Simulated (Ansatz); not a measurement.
Input file for Ansatz (an electronic-structure program): R-PBE0/def2-TZVPPD on GeH4 (SMILES [GeH4]). Files ending in .json are basis or fitting sets from the Basis Set Exchange.

Ansatz 0.2 input:
```yaml
crystal:
  periodic: [false, false, false]
  atoms:
    - {symbol: Ge, position_ang: [0.27547518, 0.00490883, 0.66784385]}
    - {symbol: H, position_ang: [-0.18959325, -1.42929282, 0.94692738]}
    - {symbol: H, position_ang: [-0.71870537, 1.01108193, 1.26634658]}
    - {symbol: H, position_ang: [0.31993744, 0.22169733, -0.85822817]}
    - {symbol: H, position_ang: [1.67846245, 0.24257032, 1.23903619]}
basis:
  gaussian:
    orbitals: def2-TZVPPD.json
hamiltonian:
  xc: {name: PBE0}
scf: {lower_state_search: off}
```

### Question
What total energy does the run end on?

### Answer
-2079.1195 hartree.
